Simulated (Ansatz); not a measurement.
Cost and result for the atomization energy of C₃H₆BCl₂N, SMILES `CC#[N+][B-](C)(Cl)Cl` (13 atoms, 12 bonds).

```xyz
13

C     2.4056    0.1765    1.3402
C     1.2469    0.1212    0.4876
N     0.3391    0.0807   -0.1998
B    -0.9045    0.0306   -1.1816
C    -2.2088   -0.2899   -0.3364
Cl   -0.9107    1.7088   -1.9544
Cl   -0.4506   -1.2967   -2.3839
H     2.8844    1.1520    1.2383
H     3.1094   -0.6044    1.0467
H     2.1079    0.0250    2.3789
H    -2.1433   -1.2600    0.1643
H    -2.4098    0.4807    0.4132
H    -3.0656   -0.3243   -1.0130
```

The species carries charge 0 and has multiplicity 1. The structure was optimised at the PBE0-D4/def2-TZVP level. Program: Ansatz. All runs use 8 threads of an AMD EPYC on a shared host. Times are those of one run each, without the atoms' runs, and a repeat can differ threefold. Electronic energies, without spin–orbit coupling; frozen cores. CCSD(T)/CBS adds CCSD(T) − MP2 in def2-TZVPP to the MP2 limit, and its time is that of the two runs behind it. T1 = 0.011. B3LYP takes the VWN-RPA correlation (the form of Gaussian; ORCA's B3LYP/G). HSE06 is the plane-wave form, built on full-range PBE exchange.

CCSD(T)/CBS is a level of theory with its own doubt, some kJ/mol a heavy atom from the limit and from the frozen cores, so smaller differences don't rank the functionals.

```tsv
level	functions	wall time
LDA (SPW92)/def2-TZVPP	323	3.1 s
BLYP-D4/def2-TZVPP	323	4.3 s
HSE06-D4/def2-TZVPP	323	7.5 s
BHLYP-D4/def2-TZVPP	323	7.5 s
r2SCAN-D4/def2-TZVPP (with forces)	323	8 s
B3LYP-D4/def2-TZVPP (with forces)	323	11 s
PBE-QIDH/def2-TZVPP	323	12 s
B97M-V/def2-TZVPP	323	14 s
ωB97X-V/def2-TZVPP	323	14 s
CCSD(T)/def2-SVP	136	20 s
MP2/def2-QZVPP	605	59 s
CCSD(T)/def2-TZVPP	323	10 min
CCSD(T)/CBS(def2)	–	11 min
```

Task: What atomization energy does each give, and how far from CCSD(T)/CBS? (An estimate is asked.)

Result: The calculation gave: 
```csv
level,atomization (kJ/mol),difference from CCSD(T)/CBS,per bond
LDA (SPW92)/def2-TZVPP,5995.2,799.1,66.6
BLYP-D4/def2-TZVPP,5215.9,19.8,1.6
HSE06-D4/def2-TZVPP,5269.8,73.7,6.1
BHLYP-D4/def2-TZVPP,5052.8,-143.3,-11.9
r2SCAN-D4/def2-TZVPP (with forces),5239.7,43.6,3.6
B3LYP-D4/def2-TZVPP (with forces),5212.2,16.1,1.3
PBE-QIDH/def2-TZVPP,5215.2,19.1,1.6
B97M-V/def2-TZVPP,5242.2,46.1,3.8
ωB97X-V/def2-TZVPP,5217.1,21.0,1.7
CCSD(T)/def2-SVP,4973.3,-222.8,-18.6
MP2/def2-QZVPP,5283.9,87.8,7.3
CCSD(T)/def2-TZVPP,5064.3,-131.8,-11.0
CCSD(T)/CBS(def2),5196.1,0.0,0.0
```

Leaving LDA and LC-ωPBE aside and taking each functional with its dispersion term where it has one, the values, not all of them listed here, spread over 318.0 kJ/mol, from BHLYP-D4 to PBE-D4. LDA lies +657.6 kJ/mol from PBE without D4, its usual overbinding. At CCSD(T), def2-SVP lies −222.8 kJ/mol from the extrapolated value and def2-TZVPP −131.8 kJ/mol: correlation converges slowly with the basis, and small sets miss more of it in the bonded molecule than in its fragments. In def2-TZVPP, CCSD(T) changes the Hartree–Fock value by +1246.7 kJ/mol (the triples alone add +92.1 kJ/mol) and MP2 by +1389.2 kJ/mol; breaking electron pairs costs correlation energy, which Hartree–Fock lacks.
